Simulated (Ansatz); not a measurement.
Dimethylphenylsulfonium mesylate, `CS(=O)(=O)[O-].C[S+](C)c1ccccc1` was relaxed with PBE0-D4 (def2-SVP) in Ansatz in these states: charge -1 doublet, neutral singlet. The geometries follow in no particular order.

A:

| atom | x (Å) | y (Å) | z (Å) |
| --- | --- | --- | --- |
| C1 | 1.347 | 2.612 | -4.404 |
| S2 | 0.836 | 1.745 | -2.913 |
| O3 | 2.067 | 1.112 | -2.395 |
| O4 | 0.256 | 2.786 | -2.039 |
| O5 | -0.175 | 0.752 | -3.391 |
| H6 | 1.782 | 1.883 | -5.100 |
| H7 | 0.465 | 3.092 | -4.848 |
| H8 | 2.093 | 3.366 | -4.121 |
| C9 | -1.509 | 0.571 | -0.461 |
| S10 | 0.114 | 0.077 | 0.225 |
| C11 | 0.444 | -1.260 | -0.981 |
| C12 | -0.156 | -0.640 | 1.745 |
| C13 | 0.602 | -0.162 | 2.864 |
| C14 | 0.433 | -0.712 | 4.111 |
| C15 | -0.496 | -1.771 | 4.333 |
| C16 | -1.241 | -2.242 | 3.237 |
| C17 | -1.097 | -1.711 | 1.968 |
| H18 | -1.818 | 1.460 | 0.101 |
| H19 | -1.349 | 0.817 | -1.523 |
| H20 | -2.224 | -0.251 | -0.323 |
| H21 | 0.372 | -0.813 | -1.985 |
| H22 | 1.466 | -1.603 | -0.780 |
| H23 | -0.282 | -2.070 | -0.826 |
| H24 | 1.320 | 0.649 | 2.708 |
| H25 | 1.026 | -0.325 | 4.946 |
| H26 | -0.625 | -2.204 | 5.326 |
| H27 | -1.960 | -3.055 | 3.386 |
| H28 | -1.694 | -2.104 | 1.142 |

B:

```xyz
28

C     3.9097   -0.2244    0.3311
S     2.1767   -0.0996   -0.0787
O     1.8695    1.3592   -0.0807
O     2.0016   -0.7681   -1.3718
O     1.4789   -0.7873    1.0657
H     4.0772    0.2559    1.3032
H     4.1757   -1.2882    0.3739
H     4.4812    0.2837   -0.4562
C    -2.6359    0.0593    1.9951
S    -0.8944   -0.2797    1.6030
C    -0.1718    1.3062    2.0440
C    -1.0016   -0.3182   -0.1714
C    -0.9458   -1.5835   -0.7492
C    -1.0204   -1.6895   -2.1327
C    -1.1191   -0.5422   -2.9158
C    -1.1470    0.7168   -2.3207
C    -1.0868    0.8403   -0.9364
H    -3.2144   -0.8281    1.7054
H    -2.7113    0.2083    3.0817
H    -3.0029    0.9420    1.4543
H     0.2368    1.1755    3.0542
H     0.6532    1.4967    1.3221
H    -0.9425    2.0877    2.0261
H    -0.7972   -2.4666   -0.1254
H    -0.9609   -2.6733   -2.6020
H    -1.1486   -0.6283   -4.0042
H    -1.1905    1.6166   -2.9377
H    -1.0695    1.8289   -0.4768
```

**Question.** Judge from the bond lengths which geometry belongs to which state (an estimate).

**Answer.** A is the charge -1 doublet (S10–C12 1.702 Å, C12–C17 1.443 Å, C12–C13 1.434 Å); B is the neutral singlet (S10–C12 1.778 Å, C12–C17 1.391 Å, C12–C13 1.392 Å).

At PBE0-D4/def2-SVP the highest occupied level of the relaxed charge -1 doublet lies above zero (up to 0.52 eV). By energy differences its removal costs 0.69 eV (each at its own geometry, to the charge 0 singlet, at PBE0-D4/def2-SVP); self-interaction error and the lack of diffuse functions both raise the level.
